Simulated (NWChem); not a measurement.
Everything below was run with NWChem. System: ClSi (+1), charge 1, spin multiplicity 1, at a geometry optimised with PBE/def2-SVP. The structure started from a generated list of species. Level: EOM-CCSD/def2-SVPD, 10 core orbitals frozen.

The NWChem input:

```
start mol
memory heap 100 mb stack 700 mb global 1900 mb
charge 1
geometry units angstroms nocenter noautoz
  Si     0.000000     0.000000     1.093417
  Cl     0.000000     0.000000    -0.900461
  symmetry group C2v
end
basis spherical
  * library def2-svpd
end
scf
  rhf
  nopen 0
  maxiter 100
  thresh 1e-7
  semidirect memsize 60000000 filesize 0
end
tce
  freeze core 10
  ccsd
  nroots 1
  2eorb
  2emet 13
  thresh 1e-5
  maxiter 200
  tilesize 24
end
task tce energy
```

Output (cleaned and shortened):

```
             Northwest Computational Chemistry Package (NWChem) 7.3.0
             --------------------------------------------------------

                                NWChem Input Module
                                -------------------

 Scaling coordinates for geometry "geometry" by  1.889725989
 (inverse scale =  0.529177249)

 Turning off AUTOSYM since
 SYMMETRY directive was detected!

                             Geometry "geometry" -> ""
                             -------------------------

 Output coordinates in angstroms (scale by  1.889725989 to convert to a.u.)

  No.       Tag          Charge          X              Y              Z
 ---- ---------------- ---------- -------------- -------------- --------------
    1 Si                  14.0000     0.00000000     0.00000000     1.09341700
    2 Cl                  17.0000     0.00000000     0.00000000    -0.90046100

 Effective nuclear repulsion energy (a.u.)      63.1654420491

            Nuclear Dipole moment (a.u.)
            ----------------------------
        X                 Y               Z
 ---------------- ---------------- ----------------
     0.0000000000     0.0000000000     0.0000018897

      Symmetry information
      --------------------

 Group name             C2v
 Group number             16
 Group order               4
 No. of unique centers     2

      Symmetry unique atoms

     1    2


 Summary of "ao basis" -> "" (spherical)
 ------------------------------------------------------------------------------
       Tag                 Description            Shells   Functions and Types
 ---------------- ------------------------------  ------  ---------------------
 *                         def2-svpd                  on all atoms

 Summary of "ao basis" -> "ao basis" (spherical)
 ------------------------------------------------------------------------------
       Tag                 Description            Shells   Functions and Types
 ---------------- ------------------------------  ------  ---------------------
 Si                        def2-svpd                10       24   5s3p2d
 Cl                        def2-svpd                11       27   5s4p2d

                                 NWChem SCF Module
                                 -----------------

  ao basis        = "ao basis"
  functions       =    51
  atoms           =     2
  closed shells   =    15
  open shells     =     0
  charge          =   1.00
  wavefunction    = RHF
  use symmetry    = T
  symmetry adapt  = T

 Summary of "ao basis" -> "ao basis" (spherical)
 ------------------------------------------------------------------------------
       Tag                 Description            Shells   Functions and Types
 ---------------- ------------------------------  ------  ---------------------
 Si                        def2-svpd                10       24   5s3p2d
 Cl                        def2-svpd                11       27   5s4p2d

      Symmetry analysis of basis
      --------------------------

        a1         25
        a2          4
        b1         11
        b2         11

 Forming initial guess at       0.0s

      Superposition of Atomic Density Guess
      -------------------------------------

 Sum of atomic energies:        -748.06846727

 Renormalizing density from      31.00 to     30

      Non-variational initial energy
      ------------------------------

 Total energy =    -732.999306
 1-e energy   =   -1123.498946
 2-e energy   =     327.334198
 HOMO         =      -0.713239
 LUMO         =      -0.370145

      Symmetry analysis of molecular orbitals - initial
      -------------------------------------------------

 !! scf_movecs_sym_adapt:   30 vectors were symmetry contaminated

  Symmetry fudging

 !! scf_movecs_sym_adapt:   30 vectors were symmetry contaminated

  Numbering of irreducible representations:

     1 a1          2 a2          3 b1          4 b2

  Orbital symmetries:

     1 a1          2 a1          3 a1          4 a1          5 b2
     6 b1          7 a1          8 a1          9 b1         10 b2
    11 a1         12 a1         13 b1         14 b2         15 a1
    16 b1         17 b2         18 a1         19 a1         20 a1
    21 b2         22 b1         23 a1         24 a2         25 a1

 Starting SCF solution at       0.1s

 ----------------------------------------------
         Quadratically convergent ROHF

 Convergence threshold     :          1.000E-07
 Maximum no. of iterations :          100
 Final Fock-matrix accuracy:          1.000E-09
 ----------------------------------------------

              iter       energy          gnorm     gmax       time
             ----- ------------------- --------- --------- --------
                 1     -747.7523978415  1.72D+00  5.56D-01      0.1
                 2     -747.9129220444  4.76D-01  1.85D-01      0.1
                 3     -747.9247805251  2.10D-01  7.34D-02      0.1
                 4     -747.9271455787  7.96D-03  2.54D-03      0.1
                 5     -747.9271538200  5.38D-05  1.99D-05      0.1
                 6     -747.9271538206  3.04D-09  7.71D-10      0.1

       Final RHF  results
       ------------------

         Total SCF energy =   -747.927153820648
      One-electron energy =  -1152.639121043601
      Two-electron energy =    341.546525173876
 Nuclear repulsion energy =     63.165442049076

        Time for solution =      0.0s

       Symmetry analysis of molecular orbitals - final
       -----------------------------------------------

  Numbering of irreducible representations:

     1 a1          2 a2          3 b1          4 b2
[...]
 4-electron integrals stored in orbital form

 v2    file size   =           228733
 4-index algorithm nr.  13 is used
 imaxsize =       30
 imaxsize ichop =        0


CCSD iterations
 ---------------------------------------------------------
 Iter          Residuum       Correlation     Cpu    Wall
 ---------------------------------------------------------
    1   0.1047224991773  -0.2045907666016     0.1     0.1
    2   0.0336834594310  -0.2218860002510     0.1     0.1
    3   0.0136125981045  -0.2269243934834     0.0     0.0
    4   0.0062377657635  -0.2285121241509     0.1     0.1
    5   0.0029593455163  -0.2291956352401     0.1     0.1
    6   0.0006113646029  -0.2296888429390     0.1     0.1
    7   0.0003230139685  -0.2296966220279     0.1     0.1
    8   0.0001533145996  -0.2297097681535     0.1     0.1
    9   0.0001027031432  -0.2297088527658     0.1     0.1
   10   0.0000543651178  -0.2297127215893     0.0     0.0
   11   0.0000103204751  -0.2297151169022     0.1     0.1
   12   0.0000052110157  -0.2297155247283     0.0     0.0
 -----------------------------------------------------------------
 Iterations converged
 CCSD correlation energy / hartree =        -0.229715524728288
 CCSD total energy / hartree       =      -748.156869345376663

 Singles contributions

 Doubles contributions

 Ground-state symmetry is a1

 =========================================
 Excited-state calculation ( a1  symmetry)
 =========================================
 Dim. of EOMCC iter. space      500

 EOMCCSD SOLVER TYPE  1
  maxdiff =   0.50406005568545864

 No. of initial right vectors    2

 EOM-CCSD right-hand side iterations
 --------------------------------------------------------------
      Residuum       Omega / hartree  Omega / eV    Cpu    Wall
 --------------------------------------------------------------

 Iteration   1 using    2 trial vectors
   0.5029421908828   0.3440233555013    9.36136     0.2     0.2

 Iteration   2 using    3 trial vectors
   0.1176507074052   0.2260882823958    6.15218     0.1     0.1

 Iteration   3 using    4 trial vectors
   0.0451976609297   0.2190245720022    5.95996     0.1     0.1

 Iteration   4 using    5 trial vectors
   0.0152676594301   0.2181112353498    5.93511     0.1     0.1

 Iteration   5 using    6 trial vectors
   0.0068314609574   0.2176488935401    5.92253     0.1     0.1

 Iteration   6 using    7 trial vectors
   0.0035047797611   0.2175869367654    5.92084     0.1     0.1

 Iteration   7 using    8 trial vectors
   0.0017558222920   0.2176110575726    5.92150     0.1     0.1

 Iteration   8 using    9 trial vectors
   0.0006666055155   0.2176151155064    5.92161     0.1     0.1

 Iteration   9 using   10 trial vectors
   0.0002293721124   0.2176149590423    5.92161     0.1     0.1

 Iteration  10 using   11 trial vectors
   0.0000776118909   0.2176137839110    5.92157     0.1     0.1

 Iteration  11 using   12 trial vectors
   0.0000241130813   0.2176138262746    5.92158     0.1     0.1

 Iteration  12 using   13 trial vectors
   0.0000072378740   0.2176136222996    5.92157     0.1     0.1
 --------------------------------------------------------------
 Iterations converged
 ------------------

 Excited state root  1
 Excitation energy / hartree =        0.217613622299567
                   / eV      =        5.921570473149311
 largest EOMCCSD amplitudes: R1 and R2

 Singles contributions
    17b1  (alpha) ---    13b1  (alpha)       -0.6366907169
    16b2  (alpha) ---    14b2  (alpha)        0.6366907169

 Doubles contributions
    17b1  (alpha)    17b1  (beta ) ---    13b1  (alpha)    13b1  (beta )        0.1542463014
    16b2  (alpha)    16b2  (beta ) ---    14b2  (alpha)    14b2  (beta )       -0.1542463014

 =========================================
 Excited-state calculation ( a2  symmetry)
 =========================================
 Dim. of EOMCC iter. space      500

 EOMCCSD SOLVER TYPE  1
  maxdiff =   0.50406005568545953

 No. of initial right vectors    2

 EOM-CCSD right-hand side iterations
 --------------------------------------------------------------
      Residuum       Omega / hartree  Omega / eV    Cpu    Wall
 --------------------------------------------------------------

 Iteration   1 using    2 trial vectors
   0.4956929707893   0.3406463200261    9.26946     0.2     0.2

 Iteration   2 using    3 trial vectors
   0.1017309897872   0.2263414550695    6.15907     0.1     0.1

 Iteration   3 using    4 trial vectors
   0.0356750064981   0.2207179619203    6.00604     0.1     0.1

 Iteration   4 using    5 trial vectors
   0.0100169914486   0.2198468298688    5.98234     0.1     0.1

 Iteration   5 using    6 trial vectors
   0.0029307088140   0.2195869507027    5.97527     0.1     0.1

 Iteration   6 using    7 trial vectors
   0.0008098864754   0.2195760289621    5.97497     0.1     0.1

 Iteration   7 using    8 trial vectors
   0.0002406023410   0.2195752631079    5.97495     0.1     0.1

 Iteration   8 using    9 trial vectors
   0.0000746070407   0.2195771310308    5.97500     0.1     0.1

 Iteration   9 using   10 trial vectors
   0.0000223306133   0.2195768899249    5.97499     0.1     0.1

 Iteration  10 using   11 trial vectors
   0.0000065706392   0.2195768969209    5.97499     0.1     0.1
 --------------------------------------------------------------
 Iterations converged
 ------------------

 Excited state root  1
 Excitation energy / hartree =        0.219576896920873
                   / eV      =        5.974993916522737
 largest EOMCCSD amplitudes: R1 and R2

 Singles contributions
    17b1  (alpha) ---    14b2  (alpha)        0.6435927100
    16b2  (alpha) ---    13b1  (alpha)       -0.6435927100

 Doubles contributions

 =========================================
 Excited-state calculation ( b1  symmetry)
 =========================================
 Dim. of EOMCC iter. space      500

 EOMCCSD SOLVER TYPE  1
  maxdiff =   0.46114292683633407

 No. of initial right vectors    1

 EOM-CCSD right-hand side iterations
 --------------------------------------------------------------
      Residuum       Omega / hartree  Omega / eV    Cpu    Wall
 --------------------------------------------------------------

 Iteration   1 using    1 trial vectors
   0.4134517527504   0.2943318078399    8.00918     0.1     0.1

 Iteration   2 using    2 trial vectors
   0.1129598764846   0.2162198920125    5.88365     0.1     0.1

 Iteration   3 using    3 trial vectors
   0.0502181245166   0.2087281921641    5.67979     0.1     0.1

 Iteration   4 using    4 trial vectors
   0.0220489198525   0.2066845468706    5.62418     0.1     0.1

 Iteration   5 using    5 trial vectors
   0.0093991181226   0.2060431704163    5.60672     0.1     0.1

 Iteration   6 using    6 trial vectors
   0.0044844989695   0.2059595975491    5.60445     0.1     0.1

 Iteration   7 using    7 trial vectors
   0.0020458478020   0.2059305765494    5.60366     0.1     0.1

 Iteration   8 using    8 trial vectors
   0.0007810353904   0.2059413305948    5.60395     0.1     0.1

 Iteration   9 using    9 trial vectors
   0.0002738774158   0.2059425397032    5.60398     0.1     0.1

 Iteration  10 using   10 trial vectors
   0.0000931285577   0.2059426694641    5.60399     0.1     0.1

 Iteration  11 using   11 trial vectors
   0.0000321936216   0.2059424919835    5.60398     0.1     0.1

 Iteration  12 using   12 trial vectors
   0.0000123004349   0.2059424645506    5.60398     0.1     0.1

 Iteration  13 using   13 trial vectors
   0.0000049653875   0.2059424157264    5.60398     0.1     0.1
 --------------------------------------------------------------
 Iterations converged
 ------------------

 Excited state root  1
 Excitation energy / hartree =        0.205942415726356
                   / eV      =        5.603980648120731
 largest EOMCCSD amplitudes: R1 and R2

 Singles contributions
    17b1  (alpha) ---    12a1  (alpha)        0.1291013165
    17b1  (alpha) ---    15a1  (alpha)       -0.9078136015

 Doubles contributions

 =========================================
 Excited-state calculation ( b2  symmetry)
 =========================================
 Dim. of EOMCC iter. space      500

 EOMCCSD SOLVER TYPE  1
  maxdiff =   0.46114292683633151

 No. of initial right vectors    1

 EOM-CCSD right-hand side iterations
 --------------------------------------------------------------
      Residuum       Omega / hartree  Omega / eV    Cpu    Wall
 --------------------------------------------------------------

 Iteration   1 using    1 trial vectors
   0.4134517527504   0.2943318078399    8.00918     0.1     0.1

 Iteration   2 using    2 trial vectors
   0.1129598764846   0.2162198920125    5.88365     0.1     0.1

 Iteration   3 using    3 trial vectors
   0.0502181245166   0.2087281921641    5.67979     0.1     0.1

 Iteration   4 using    4 trial vectors
   0.0220489198525   0.2066845468706    5.62418     0.1     0.1

 Iteration   5 using    5 trial vectors
   0.0093991181226   0.2060431704163    5.60672     0.1     0.1

 Iteration   6 using    6 trial vectors
   0.0044844989695   0.2059595975491    5.60445     0.1     0.1

 Iteration   7 using    7 trial vectors
   0.0020458478020   0.2059305765494    5.60366     0.1     0.1

 Iteration   8 using    8 trial vectors
   0.0007810353904   0.2059413305948    5.60395     0.1     0.1

 Iteration   9 using    9 trial vectors
   0.0002738774158   0.2059425397032    5.60398     0.1     0.1

 Iteration  10 using   10 trial vectors
   0.0000931285577   0.2059426694641    5.60399     0.1     0.1

 Iteration  11 using   11 trial vectors
   0.0000321936216   0.2059424919835    5.60398     0.1     0.1

 Iteration  12 using   12 trial vectors
   0.0000123004349   0.2059424645506    5.60398     0.1     0.1

 Iteration  13 using   13 trial vectors
   0.0000049653875   0.2059424157264    5.60398     0.1     0.1
 --------------------------------------------------------------
 Iterations converged
 ------------------

 Excited state root  1
 Excitation energy / hartree =        0.205942415726353
                   / eV      =        5.603980648120654
 largest EOMCCSD amplitudes: R1 and R2

 Singles contributions
    16b2  (alpha) ---    12a1  (alpha)        0.1291013165
    16b2  (alpha) ---    15a1  (alpha)       -0.9078136015

 Doubles contributions

 Task  times  cpu:        5.0s     wall:        5.0s

 Total times  cpu:        5.0s     wall:        5.0s
```
